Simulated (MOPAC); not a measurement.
MOPAC input (PM3):

```
PM3 1SCF CHARGE=-1 GEO-OK AUX(PRECISION=9) THREADS=1
H2ClGeO

Ge    0.06687803 1   -0.59132990 1   -0.00140343 1
O     1.70323732 1   -0.62966900 1   -0.36875830 1
Cl   -0.84841036 1    1.54454633 1    0.15527826 1
H    -0.94737056 1   -1.17697927 1   -1.04822927 1
H    -0.39564896 1   -1.12039959 1    1.40347513 1
```

From the last part of the output:

```
                                                       MOPAC v23.2.5 Linux

          FINAL HEAT OF FORMATION =        -82.82173 KCAL/MOL =    -346.52612 KJ/MOL

          COSMO AREA              =        106.06 SQUARE ANGSTROMS
          COSMO VOLUME            =         92.91 CUBIC ANGSTROMS

          IONIZATION POTENTIAL    =          4.216422 EV
          HOMO LUMO ENERGIES (EV) =         -4.216  4.282
          NO. OF FILLED LEVELS    =         10
          MOLECULAR WEIGHT        =        126.0582         POINT GROUP:  Cs

          MOLECULAR DIMENSIONS (Angstroms)

            Atom       Atom       Distance
           Cl     3    O     2     3.39304
            H     4    H     5     2.51365
           Cl     3    H     4     1.96033

          SCF CALCULATIONS        =          1

   ATOM   CHEMICAL          X               Y               Z
  NUMBER   SYMBOL      (ANGSTROMS)     (ANGSTROMS)     (ANGSTROMS)

     1      Ge          0.06687803  *  -0.59132990  *  -0.00140343  *
     2       O          1.70323732  *  -0.62966900  *  -0.36875830  *
     3      Cl         -0.84841036  *   1.54454633  *   0.15527826  *
     4       H         -0.94737056  *  -1.17697927  *  -1.04822927  *
     5       H         -0.39564896  *  -1.12039959  *   1.40347513  *

                             CARTESIAN COORDINATES

   1   Ge        0.066878030    -0.591329900    -0.001403430
   2    O        1.703237320    -0.629669000    -0.368758300
   3   Cl       -0.848410360     1.544546330     0.155278260
   4    H       -0.947370560    -1.176979270    -1.048229270
   5    H       -0.395648960    -1.120399590     1.403475130

           Empirical Formula: H2 O Ge Cl  =     5 atoms

      MOLECULAR POINT GROUP   :   Cs

                  EIGENVALUES
 -49.34352 -25.89612 -10.47656  -8.49012  -7.53662  -6.90112  -5.56347  -5.47090
  -4.26277  -4.21642   4.28217   5.30658   5.93780   8.35879

              NET ATOMIC CHARGES AND DIPOLE CONTRIBUTIONS

  ATOM NO.   TYPE          CHARGE      No. of ELECS.   s-Pop       p-Pop
    1         Ge           0.502745        3.4973     0.80614     2.69112
    2          O          -0.668939        6.6689     1.89140     4.77754
    3         Cl          -0.557908        7.5579     1.98328     5.57462
    4          H          -0.137949        1.1379     1.13795
    5          H          -0.137949        1.1379     1.13795
 DIPOLE           X         Y         Z       TOTAL
 POINT-CHG.    -2.122    -2.043     0.525     2.992
 HYBRID        -0.443     0.066     0.098     0.459
 SUM           -2.565    -1.976     0.623     3.298

          ATOMIC ORBITAL ELECTRON POPULATIONS

     Atom    s        px        py        pz
    1 Ge   0.80614   0.87318   0.81808   0.99985
    2  O   1.89140   1.28393   1.64078   1.85283
    3 Cl   1.98328   1.91825   1.66622   1.99015
    4  H   1.13795
    5  H   1.13795

 **********************
 *                    *
 * JOB ENDED NORMALLY *
 *                    *
 **********************

 == MOPAC DONE ==
```

The dipole moment of an ion depends on the origin.

The geometry given is a B3LYP-D3(BJ)/def2-TZVP minimum.
